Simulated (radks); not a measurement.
The numbers below are computed, except where a source is named.
Excited configurations of Cl IV: one electron is placed in a higher orbital outside [Ne] 3s2 3p1. The ground configuration is [Ne] 3s2 3p2. Code: a radial shooting solver on a logarithmic mesh with Libxc functionals. Model: scalar-relativistic Kohn-Sham, r2SCAN, spin-polarised, spherical densities, finite nucleus; open shells are filled with parallel spins first; meta-GGA in the generalised Kohn-Sham scheme; Fermi nuclear charge, rms radius 3.3654 fm. Excitation = E - E(ground); binding = E(ion) - E, where the ion is the core of charge +4; n* = 4/sqrt(2 binding) in atomic units, and the quantum defect is n - n*.

outer orbital	excitation (eV)	binding (eV)	n*	quantum defect	<r> (bohr)
4d	36.905	16.638	3.617	0.383	4.234
4f	39.750	13.793	3.973	0.027	4.290
5p	40.806	12.737	4.134	0.866	6.272
5d	43.301	10.242	4.610	0.390	7.309
6s	44.347	9.196	4.866	1.134	8.977
6p	45.261	8.281	5.127	0.873	9.755

The Delta-SCF ionisation energy is 53.543 eV (NIST Atomic Spectra Database: 53.2 eV, semi-empirical). Self-interaction in the functional shifts the binding energies and quantum defects, so they are the method's values and not measured ones. Open shells are spherical and high-spin; term and fine-structure splittings are not resolved.
